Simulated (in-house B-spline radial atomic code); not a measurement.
A radial electron density 4πr²n(r) was computed for an atom or ion in its tabulated ground configuration with a B-spline radial code for spherical atoms; method: Dirac-Kohn-Sham LDA VWN5, spherical fractional occupations. Columns: r (bohr), 4πr²n(r) (electrons per bohr), bar.

```
 0.00174    1.467 #
 0.00212    2.087 ##
 0.00257    2.925 ##
 0.00312    4.079 ###
  0.0038    5.671 #####
 0.00461    7.749 ######
 0.00561     10.5 ########
 0.00681    13.96 ###########
 0.00828    18.26 ##############
  0.0101    23.41 ###################
  0.0122    28.87 #######################
  0.0149    34.84 ############################
  0.0181    40.18 ################################
  0.0219    44.19 ###################################
  0.0267    46.25 #####################################
  0.0324    45.79 ####################################
  0.0394    43.21 ##################################
  0.0479    39.98 ################################
  0.0582    38.36 ##############################
  0.0707    40.29 ################################
  0.0859    45.88 ####################################
   0.104    52.34 ##########################################
   0.127    55.42 ############################################
   0.154     51.6 #########################################
   0.187    42.44 ##################################
   0.228    33.82 ###########################
   0.277    31.86 #########################
   0.336     35.8 ############################
   0.408    39.04 ###############################
   0.496    35.56 ############################
   0.603    25.81 ####################
   0.733    15.32 ############
   0.891    8.545 #######
    1.08    5.692 #####
    1.32    4.313 ###
     1.6    2.896 ##
    1.94    1.437 #
    2.36   0.4738 
    2.87  0.09797 
    3.49  0.01175 
    4.24 0.0007528 
    5.15 2.274e-05
```

(1) Which atom or ion is it?
A. Kr5+
B. Rb5+
C. Rb4+
D. Br5+

Answers

(1) B. The area under the curve, ∫4πr²n dr = ∫r·4πr²n d(ln r) on this logarithmic grid, is 32 electrons, which only this option has. The configuration is [Ar] 3d10 4s2 4p2.
